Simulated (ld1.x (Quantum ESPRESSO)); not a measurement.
**Ranking TM potentials for germanium**

All share these settings but for the change named:

| Quantity | Value |
| --- | --- |
| Element | Ge |
| Generator | ld1.x (Quantum ESPRESSO) 7.5 |
| Type | norm-conserving Troullier–Martins (Kleinman–Bylander form) |
| Functional | PW91 |
| Relativity | scalar-relativistic |
| Frozen core | [Ar] |
| Valence charge | 14 |
| Reference configuration | 3d10 4s2 4p0.5 (charge +1.5) |
| Partial waves | 4s (bound): rc 1.70 bohr; 4p (bound): rc 1.55 bohr; 3d (bound): rc 1.00 bohr |
| Local potential | all-electron potential smoothed inside 1.40 bohr (lloc = -1) |
| Core correction | none |

Test errors are all-electron minus pseudo excitation energies from the reference, over 3d10 4s2 4p2; 3d10 4s2 4p1; 3d10 4s2 4p0; 3d10 4s0 4p0; 3d9 4s2 4p3; 3d9 4s2 4p2; 3d10 4s0 4p4. None of these files shows a bound ghost.

The base gives 316.0 meV.

Of 9 variants that were run, those that failed, showed a ghost or another fault, or gave nearly equal values are left out.

A variant can come out equal or close to the base, since the largest error may sit in a test that the change hardly touches while other tests move.

(1) Rank these variants by their largest absolute test error, smallest first.
A. all radii scaled by about 0.96 (s 1.64, p 1.50, d 0.96 bohr); local potential all-electron potential smoothed inside 1.36 bohr (lloc = -1)
B. all radii scaled by about 1.37 (s 2.34, p 2.12, d 1.38 bohr); local potential all-electron potential smoothed inside 1.92 bohr (lloc = -1)
C. all radii scaled by about 1.20 (s 2.06, p 1.86, d 1.20 bohr); local potential all-electron potential smoothed inside 1.68 bohr (lloc = -1)

Answers

(1) A (166.6 meV), B (314.7 meV), C (463.5 meV).
